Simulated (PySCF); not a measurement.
# Working out the excitation energy of Ar²⁺

Ar²⁺ [Ne] 3s2 3p4 (3P) → Ar²⁺ [Ne] 3s2 3p3 4s1 (5S). All numbers are calculated (PySCF 2.14, the non-relativistic Hamiltonian (point nucleus), in aug-cc-pwCVDZ (6s5p3d, 36 functions)). Frozen: nothing. Energies in hartree (1 hartree = 27.21139 eV):

```csv
part,Ar²⁺ (lower),Ar²⁺ (upper)
UHF,-525.292063,-524.523516
CCSD correlation,-0.272651,-0.268334
(T),-0.002635,-0.002853
```

Task: What does Hartree-Fock give?

Result: (-524.523516) − (-525.292063) = 0.768547 hartree = 20.913 eV.

Task: What do CCSD and CCSD(T) give?

Result: The CCSD correlation energies differ by 0.004317 hartree = 0.117 eV and the triples by -0.000218 hartree = -0.006 eV, so CCSD gives 21.030 eV and CCSD(T) 21.024 eV.

A double-zeta basis recovers only part of the correlation energy.
